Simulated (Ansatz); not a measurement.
Geometry optimisation, RKS PBE/6-31G* in Ansatz 0.2.0.

Input:

```yaml
crystal:
  periodic: [false, false, false]
  atoms:
    - { symbol: "N", position_ang: [0.864, -1.80165, 1.87084] }
    - { symbol: C, position_ang: [0.80107, -0.95553, 1.09997] }
    - { symbol: "N", position_ang: [0.70861, 0.00896, 0.21258] }
    - { symbol: Si, position_ang: [-0.73738, 0.47435, -0.65257] }
    - { symbol: H, position_ang: [1.57811, 0.49811, 0.05555] }
    - { symbol: H, position_ang: [-1.00699, 1.87071, -0.30487] }
    - { symbol: H, position_ang: [-0.42877, 0.34232, -2.0774] }
    - { symbol: H, position_ang: [-1.77867, -0.43727, -0.2041] }
basis:
  gaussian: { orbitals: "6-31G*" }
hamiltonian:
  xc: pbe
relax:
  f_tol: 0.02
  max_steps: 50
```

Command:

```bash
$ ansatz run input.yaml --threads 1 --pin off --max-ram 2048MiB --backend cpu --events-out ev --progress --plain --runs-dir out
```

Q: Where does it end, and by what steps?

A: The run converged. The force dipped under the threshold on the way, but the program's further checks kept it going. After 22 steps the energy has fallen by 0.196 eV; H5 moved furthest, 0.84 Å.

| step | energy less start (eV) | largest force component (eV/Å) | accepted |
| --- | --- | --- | --- |
| 0 | 0.0000 | 3.134 | yes |
| 1 | -0.1619 | 0.435 | yes |
| 2 | -0.1689 | 0.158 | yes |
| 3 | -0.1698 | 0.063 | yes |
| 4 | -0.1704 | 0.015 | yes |
| 5 | -0.1707 | 0.038 | yes |
| 6 | -0.1705 | 0.309 | no |
| 7 | -0.1709 | 0.143 | yes |
| 8 | -0.1745 | 0.315 | yes |
| 9 | -0.1763 | 0.426 | yes |
| 10 | -0.1801 | 0.374 | yes |
| 11 | -0.1864 | 0.366 | yes |
| 12 | -0.1888 | 0.386 | yes |
| 13 | -0.1915 | 0.202 | yes |
| 14 | -0.1937 | 0.105 | yes |
| 15 | -0.1947 | 0.054 | yes |
| 16 | -0.1951 | 0.064 | yes |
| 17 | -0.1955 | 0.032 | yes |
| 18 | -0.1956 | 0.039 | yes |
| 19 | -0.1957 | 0.064 | yes |
| 20 | -0.1958 | 0.020 | yes |
| 21 | -0.1958 | 0.025 | yes |
| 22 | -0.1958 | 0.009 | yes |

```xyz
8
Properties=species:S:1:pos:R:3
N 0.864 -1.274 2.340
C 0.833 -0.776 1.269
N 0.757 -0.205 0.056
Si -0.736 0.465 -0.643
H 1.635 -0.157 -0.464
H -1.260 1.589 0.194
H -0.312 0.955 -1.991
H -1.782 -0.597 -0.761
```

Whether the end is a true minimum wasn't checked by a vibrational analysis.

The run took 39 s on 1 thread of Arm Neoverse V2, on a shared host, peak memory 0.12 GiB.
